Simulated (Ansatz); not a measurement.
Geometry optimisation, UKS PBE0-D4/def2-SVP (Ansatz).

The input (input.yaml):

```yaml
crystal:
  periodic: [false, false, false]
  atoms:
    - { symbol: Hf, position_ang: [0.0, 0.0, 0.0] }
    - { symbol: Cl, position_ang: [0.0, 0.0, 2.77] }
    - { symbol: F, position_ang: [1.8671, 0.0, -0.6593] }
    - { symbol: F, position_ang: [-0.9326, 1.6157, -0.6593] }
    - { symbol: F, position_ang: [-0.9326, -1.6157, -0.6593] }
    - { symbol: H, position_ang: [0.0, 0.0, 4.44] }
magnetization:
  spin_polarized: true
  initial_magnetization: 1
basis:
  gaussian: { orbitals: def2-SVP }
hamiltonian:
  xc: pbe0
  dispersion: d4
relax:
  f_tol: 0.15
  max_steps: 25
  restrain:
    - { distance: [1, 5], at: 2.57, k: 30.0 }
    - { distance: [0, 1], at: 2.52, k: 30.0 }
```

Run as:

```bash
$ ansatz run input.yaml --threads 4 --pin off --max-ram 5120MiB --backend cpu --events-out ev --progress --plain --runs-dir out
```

Where does it end, and by what steps?

The forces met the threshold. The restraints hold the end off the free minimum; the threshold counts their pulls, which the force column leaves out. Restrained pairs: Cl2–H6 (1.67 → 2.57 Å), Hf1–Cl2 (2.77 → 2.47 Å). After 4 steps the energy has fallen by 1.266 eV (the restraints' own energy left out); H6 moved furthest, 0.57 Å.

```csv
step,energy less start (eV),largest force component (eV/Å),accepted
0,0.0000,2.091,yes
1,-0.6971,2.752,yes
2,-1.2610,1.258,yes
3,-1.2619,1.699,yes
4,-1.2655,1.649,yes
```

```xyz
6
Properties=species:S:1:pos:R:3
Hf 0.000 0.000 -0.036
Cl 0.000 0.000 2.435
F 1.766 0.000 -0.725
F -0.882 1.529 -0.725
F -0.882 -1.529 -0.725
H 0.000 0.000 5.010
```

The run took 13 s on 4 threads of Arm Neoverse V2, with other jobs on the host, peak memory 0.3 GiB.
